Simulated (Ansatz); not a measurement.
The cluster TiS2⁻. The state is a doublet with charge -1. Geometry PBE-D4/def2-TZVPD; atoms count from 1.

```xyz
3

Ti    1.135    0.767   -0.231
S    -0.516   -0.154    1.138
S    -0.619   -0.613   -0.906
```

The charge -1 doublet is spin-contaminated (final ⟨S²⟩ up to 1.61, 0.75 for a pure state). The highest occupied level of the charge -1 doublet lies above zero (up to 0.00 eV). It is a level of β spin, whose loss leaves a triplet; that state wasn't run at this geometry and level. The electron is either unbound and held by the finite basis, or the level is raised by self-interaction error. No other spin state of charge -1 was run. The geometry of the doublet was relaxed on an unsound state (⟨S²⟩ 1.44, where a pure state has 0.75). Another isomer (doublet) lies 1.81 eV lower at PBE0-D4/def2-TZVPD; other spin states weren't run for this one.

Estimate the Mulliken populations from the PBE0/def2-TZVPD orbitals of Ansatz.


| atom | charge (e) | spin (α − β) | d electrons |
| --- | --- | --- | --- |
| Ti1 | -0.22 | 1.05 | 2.49 |
| S2 | -0.39 | -0.03 | – |
| S3 | -0.39 | -0.03 | – |
Mulliken values and Mayer orders depend strongly on the basis. With diffuse functions, as here, like atoms can get unlike values, and bond orders can come out too low or too high.

Where does the spin sit?

Summed by element: Ti 1.05, S -0.05, of 1 unpaired in all. Largest on single atoms: Ti1 1.05, S3 -0.03, S2 -0.03.

And the Mayer bond orders between bonded heavy atoms (over 0.3)?

Ti1–S2 0.79 (2.33 Å); Ti1–S3 0.79 (2.33 Å); S2–S3 0.91 (2.10 Å).
